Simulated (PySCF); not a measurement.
SMILES C(=O)([SiH2]CO)C, GFN2-xTB optimised geometry.

```
14

C      1.50     1.74    -1.50
C      1.63     0.25    -1.57
O      2.02    -0.33    -2.56
Si     1.10    -0.74     0.00
C     -0.82    -0.74     0.00
O     -1.21     0.62     0.00
H      0.48     1.98    -1.18
H      1.72     2.21    -2.45
H      2.17     2.12    -0.73
H      1.59    -2.12    -0.09
H      1.56    -0.04     1.20
H     -1.23    -1.26    -0.88
H     -1.21    -1.25     0.89
H     -2.17     0.68     0.03
```

Density from B3LYP/def2-TZVP (PySCF) at that geometry.

Minimum of the electron density along straight lines between bonded atoms, close to the bond critical point (lines longer than 1.1 times the sum of covalent radii, or with two minima, are not listed):

```
bond     length / Å  ρ at the minimum / e bohr⁻³  ∇²ρ there / e bohr⁻⁵  position (fraction from the first atom)
-------  ----------  ---------------------------  --------------------  ---------------------------------------
C1–C2         1.502                        0.265                 -0.70                                     0.49
C2–O3         1.211                        0.419                 -0.07                                     0.34
C2–Si4        1.930                        0.117                  0.11                                     0.62
Si4–C5        1.916                        0.117                  0.13                                     0.39
C5–O6         1.421                        0.256                 -0.55                                     0.36
C1–H7         1.088                        0.280                 -0.97                                     0.64
C1–H8         1.088                        0.281                 -0.97                                     0.64
C1–H9         1.088                        0.277                 -0.94                                     0.64
Si4–H10       1.462                        0.126                  0.18                                     0.49
Si4–H11       1.465                        0.125                  0.17                                     0.49
C5–H12        1.097                        0.280                 -0.96                                     0.64
C5–H13        1.096                        0.280                 -0.96                                     0.64
O6–H14        0.963                        0.362                 -2.42                                     0.80
```
